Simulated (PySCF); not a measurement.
Compound: C6H6F2O2.
Cartesian coordinates in Å at the PBE0-D3(BJ)/def2-SVP level; atoms count from 1:
```
atom  x, y, z in Å
C1     0.8474    2.2344    0.0947
C2     0.3459    1.1377   -0.0571
C3    -0.3518   -0.0870   -0.2497
C4     0.0610   -1.3645   -0.0667
O5     1.2323   -1.8630    0.2959
C6     2.3207   -1.0132    0.5811
O7    -1.6521    0.0443   -0.7312
C8    -2.5584    0.5152    0.1712
F9    -3.6679    0.7988   -0.5049
F10   -2.8556   -0.4374    1.0784
H11    1.3089    3.1960    0.2234
H12   -0.6744   -2.1486   -0.2643
H13    3.1610   -1.6683    0.8411
H14    2.0958   -0.3475    1.4285
H15    2.5868   -0.4009   -0.2943
H16   -2.2018    1.4104    0.7126
```

Computed, not measured: TDDFT CAM-B3LYP/def2-SVPD, vertical, gas phase, core orbitals frozen in the response (PySCF).

Transition dipole moments from the ground state, in atomic units and in the frame of the coordinates above (overall signs are arbitrary), for the states with f of 0.002 or more among the lowest 6:

| state | E (hartree) | μx | μy | μz |
| --- | --- | --- | --- | --- |
| S1 | 0.1876 | -0.100 | 0.422 | -0.023 |
| S2 | 0.1959 | 0.268 | -1.353 | 0.069 |
| S3 | 0.2225 | -0.023 | 0.132 | -0.025 |
| S5 | 0.2539 | 0.268 | -0.789 | 0.134 |
| S6 | 0.2546 | -0.135 | 0.157 | 0.243 |

What oscillator strength does each state have?

f = (2/3) ΔE |μ|² with ΔE in hartree (27.2114 eV).

| state | \|μ\|² (au) | \|μ\| (D) | f |
| --- | --- | --- | --- |
| S1 | 0.189 | 1.10 | 0.024 |
| S2 | 1.908 | 3.51 | 0.249 |
| S3 | 0.019 | 0.35 | 0.003 |
| S5 | 0.712 | 2.14 | 0.121 |
| S6 | 0.102 | 0.81 | 0.017 |

Which bond between heavy atoms lies closest to the direction of the S2 transition dipole?

C3–C4, at 8° from it; next C1–C2 at 37°.

What angle do the transition dipoles of S2 and S6 make?

|cos θ| = |μa·μb| / (|μa| |μb|) = 0.53, so θ ≈ 58° (taken between 0 and 90°, since the signs are arbitrary).

How is the summed strength of these states shared among x, y and z?

(2/3) Σ ΔE μα² gives 0.026 for x, 0.374 for y and 0.014 for z, 0.414 in all.

What peak molar absorption coefficient would the strongest computed level give as a lone Gaussian band 0.3 eV wide at half height?

ε(max) = 2.175×10⁸ f / FWHM, with the width in cm⁻¹. S2: 2.175×10⁸ × 0.2493 / 2420 ≈ 22000 L mol⁻¹ cm⁻¹.

One conformer stands for the species.
